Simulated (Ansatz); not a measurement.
Two structures of Si₂H₄ClOF₃, singlet, reached by relaxing down either side of one saddle point (PBE0-D4/def2-TZVP). Energies are electronic, without zero-point energy. Ansatz 0.2.0; basis: def2-TZVPP and def2-QZVPP; cores frozen in the correlated methods. Extrapolation: Hartree–Fock as exp(−7.88 √X), correlation as X^−2.97. First:

Si1  (-0.487, 0.227, 1.539)
O2  (-0.108, 0.141, -0.024)
Si3  (0.447, -1.024, -1.095)
F4  (-1.821, -0.555, 1.818)
F5  (-0.725, 1.738, 1.886)
Cl6  (0.966, -0.528, 2.703)
H7  (-0.097, 1.712, -0.989)
F8  (0.042, 2.299, -1.696)
H9  (1.847, -0.695, -1.438)
H10  (-0.429, -0.976, -2.283)
H11  (0.364, -2.341, -0.420)
(Å)

Second:

```csv
atom,x (Å),y (Å),z (Å)
Si1,-0.2305,0.9815,1.8097
O2,0.2268,0.3381,-1.0821
Si3,0.0436,-1.2019,-1.6573
F4,-0.0399,-0.5684,1.6738
F5,-1.5088,1.4443,1.0375
Cl6,-0.4558,1.4255,3.7567
H7,1.0083,0.8257,-1.3463
F8,1.0386,1.7341,1.2774
H9,0.0336,-1.2139,-3.1452
H10,-1.2567,-1.6740,-1.1333
H11,1.1405,-2.0910,-1.1908
```

Which bonds change from the first to the second?

Si₂H₃ClOF₂ ([F][Si]([F])([Cl])[O][SiH3]) + HF → SiClF₃ ([F][Si]([F])([F])[Cl]) + SiH₄O ([OH][SiH3]); bonds formed: Si1–F8, O2–H7; bonds broken: Si1–O2, H7–F8.

Give the saddle point's structure and its height above each. (Judge from chemistry; the value comes from the calculation.)

Computed: 101.8 kJ/mol above the first and 110.1 kJ/mol above the second (CCSD(T) at an estimated basis limit (MP2 extrapolated from triple and quadruple zeta, plus CCSD(T) − MP2 in triple zeta)).
Si1  (-0.338, 0.702, 1.149)
O2  (0.220, 0.213, -0.424)
Si3  (0.158, -1.227, -1.310)
F4  (-1.031, -0.730, 1.407)
F5  (-1.627, 1.610, 1.228)
Cl6  (0.951, 0.731, 2.712)
H7  (0.635, 1.290, -0.461)
F8  (0.567, 2.161, 0.359)
H9  (0.890, -0.922, -2.558)
H10  (-1.258, -1.548, -1.576)
H11  (0.832, -2.281, -0.527)
(Å)

No T1 diagnostic of these runs exceeds 0.012.

Steps of this kind, hydrogen fluoride cutting a network bond, underlie vapour etching and the fluorination step of atomic layer etching. Here a small cluster stands in for the surface site.

Labels in which every atom is bracketed show which atoms are joined, not bond orders.

For scale, one of the runs: CCSD(T)/def2-TZVPP, 306 basis functions, launched by `ansatz run in.yaml --threads 4 --pin off --events-out ev --progress --plain --max-ram 66560MiB --backend cuda --devices 0, --max-vram 37GiB`. The run took 15 s on 4 CPU threads of an AMD EPYC 7R13 and a share of one NVIDIA H100 (shared host), with 0.84 GiB of host memory at its peak.
